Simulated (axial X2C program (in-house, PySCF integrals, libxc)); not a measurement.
Results of a calculation; reference values are marked as such.
# GeH: input and output

Program: an axial X2C code built on PySCF integrals.

Input:
```json
{"zs": [32, 1], "q": 0, "bas": ["dyall-cv3z", "dyall-v3z"], "levels": ["PBE0", "HF", "r2SCAN0"], "cc": true, "r0": 1.53, "thr": -2.0, "nmax": 90, "npts": 10, "nst": 2, "ntry": 6}
```
```bash
python so2c.py task.json out
```

Keys: zs atomic numbers; q charge; bas basis sets; levels methods; cc coupled cluster on or off; r0 starting distance in Å; thr threshold in hartree for freezing inner shells (an s shell follows its p shell); nmax most natural virtual spinors; npts points on the curve; nst determinants followed; ntry starts of the search. HF also brings MP2.

Output of the HF step, two-component, at R = 1.598 Å for the state Ω = 1/2. It starts from PBE0 orbitals of this distance.

```
two-component X2C + atomic mean field  HF
basis functions 125  fitting functions 710  grid points 5071
iter        total energy     max residual
   1      -2096.998399833     1.89e-01
   2      -2097.017110456     9.04e-03
   3      -2097.017718362     7.91e-03
   4      -2097.017918482     1.06e-03
   5      -2097.017941249     4.68e-04
   6      -2097.017945673     2.05e-04
   7      -2097.017946876     9.58e-05
   8      -2097.017947289     5.27e-05
   9      -2097.017947425     2.68e-05
  10      -2097.017947454     6.49e-06
  11      -2097.017947455     8.32e-07
converged
one-electron -2942.85154365  Coulomb 914.85540256  exact exchange -78.89723063  xc functional 0.00000000  nuclear repulsion 10.59679021  atomic mean-field constant -0.72136594
correlated 15  virtual 167  natural virtual 90  E(MP2) -0.480066369  MP2 remainder -0.031590129
iter   CCSD correlation   residual
   1     -0.424787173   1.14e-01
   2     -0.437963603   4.20e-02
   3     -0.438416510   1.73e-02
   4     -0.438363774   4.60e-03
   5     -0.438436112   1.31e-03
   6     -0.438424320   4.00e-04
   7     -0.438422298   1.52e-04
   8     -0.438424412   8.41e-05
   9     -0.438422659   4.99e-05
  10     -0.438423533   2.71e-05
  11     -0.438422921   9.65e-06
  12     -0.438423292   3.01e-06
  13     -0.438423275   1.04e-06
(T) -0.009617430  T1 0.0178  D1 0.0442  max T2 0.091
```
Energies are in hartree; totals compare only within one Hamiltonian and basis. T1 in the output is the amplitude norm over the root of the electron number; divide by √2 for the Lee–Taylor value.
